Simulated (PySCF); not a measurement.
C7H11BO.
Cartesian coordinates in Å at the PBE0-D3(BJ)/def2-SVP level; atoms count from 1:
```
atom  x, y, z in Å
C1    -3.9480    1.7060   -0.4536
C2    -3.6518    0.2320   -0.6858
C3    -2.1853   -0.0262   -1.0228
B4    -1.1474    0.2512    0.1166
C5     0.3305    0.5263   -0.1505
C6     1.4033    0.7246    0.6993
C7     2.5524    0.9393   -0.1006
C8     2.1067    0.8588   -1.3951
O9     0.8003    0.6159   -1.4398
H10   -5.0074    1.8789   -0.2088
H11   -3.3452    2.1058    0.3790
H12   -3.7098    2.3057   -1.3474
H13   -4.3020   -0.1476   -1.4928
H14   -3.9235   -0.3411    0.2175
H15   -1.8932    0.4850   -1.9574
H16   -2.0348   -1.1044   -1.2476
H17   -1.4754    0.2021    1.2848
H18    1.3459    0.7126    1.7863
H19    3.5731    1.1298    0.2236
H20    2.6163    0.9568   -2.3519
```

Level: PBE0/pcSseg-1 in PySCF, non-relativistic, on one gas-phase PBE0-D3(BJ)/def2-SVP geometry that isn't relaxed in the solvent. The solvent is an IEF-PCM continuum (Bondi radii, 1.10 Å for H, scaled by 1.2). Only the electrostatic response of the medium enters.

```csv
run,E − E(gas) (kcal/mol),HOMO (eV),HOMO–LUMO gap (eV),dipole (D)
gas,0.00,-7.05,5.50,1.62
P,-2.48,-7.03,5.47,2.01
Q,-3.03,-7.05,5.47,2.09
```

**Question.** The runs were made in dimethylsulfoxide and tetrahydrofuran. Which run belongs to which solvent?

**Answer.** P = tetrahydrofuran, Q = dimethylsulfoxide. The dielectric constants are 7.426 (tetrahydrofuran), 46.83 (dimethylsulfoxide), and the energy falls further as ε rises. In this model the ground state sees the solvent through ε alone.

**Question.** How constant is the ratio of the lowering to (ε − 1)/(2ε + 1)?

**Answer.** 
| solvent | (ε − 1)/(2ε + 1) | E − E(gas) (kcal/mol) | ratio (kcal/mol) | polarisation term (kcal/mol) |
| --- | --- | --- | --- | --- |
| tetrahydrofuran | 0.405 | -2.48 | -6.1 | -2.72 |
| dimethylsulfoxide | 0.484 | -3.03 | -6.3 | -3.40 |

The ratio changes by +2.3 % in size from tetrahydrofuran to dimethylsulfoxide. The polarisation term is half the interaction of the solute with the induced surface charges.
